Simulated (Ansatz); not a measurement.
Ansatz (a quantum-chemistry and plane-wave program) input:

Ansatz 0.2 input:
```yaml
crystal:
  periodic: [false, false, false]
  atoms:
    - {symbol: Si, position_ang: [0.80197483, -0.19760247, 0.60595417]}
    - {symbol: H, position_ang: [2.06331240, -0.51011346, -0.15628702]}
    - {symbol: Cl, position_ang: [-0.78182117, 0.19273812, -0.48982772]}
basis:
  gaussian:
    orbitals: def2-TZVP
hamiltonian:
  xc: b3lyp
  dispersion: d3bj
total_charge: 1
magnetization: {spin_polarized: true, initial_magnetization: 1}
phonons: {temperatures: {t_min: 298.15, t_max: 298.15, t_step: 100}}
```

Q: Predict the final energy.

A: -750.01047 Eh (B3LYP-D3(BJ)/def2-TZVP). The basis has 80 functions.
